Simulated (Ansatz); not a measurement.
```yaml
crystal:
  periodic: [false, false, false]
  atoms:
    - {symbol: Sn, position_ang: [-0.312686, 3.644011, -0.631907]}
    - {symbol: Sn, position_ang: [-1.803961, 0.203708, 0.468395]}
    - {symbol: Sn, position_ang: [1.183450, -1.800518, -2.376928]}
    - {symbol: Sn, position_ang: [0.644076, 0.964511, -1.248006]}
    - {symbol: Sn, position_ang: [1.519996, -0.303889, 1.425971]}
    - {symbol: Cl, position_ang: [-0.701896, -1.176779, 2.428996]}
    - {symbol: Cl, position_ang: [1.915437, -2.512390, 0.060737]}
    - {symbol: Cl, position_ang: [-1.290094, -1.720534, -1.726549]}
    - {symbol: Cl, position_ang: [-1.154323, 2.701889, 1.599290]}
basis:
  gaussian: {orbitals: def2-TZVP}
magnetization: {spin_polarized: true, initial_magnetization: 2}
hamiltonian: {xc: pbe0, dispersion: d4}
scf: {omitted_lower_state_checks: [starts]}
output: {orbitals: {seedname: orbitals}}
```

```sh
$ ansatz run in.yaml --threads 4 --pin off --events-out ev --progress --plain --max-ram 6963MiB
```

Does this run fit into the memory that it is given?

No. It has 398 basis functions, and Ansatz plans for 8 GiB where 7 GiB are given.
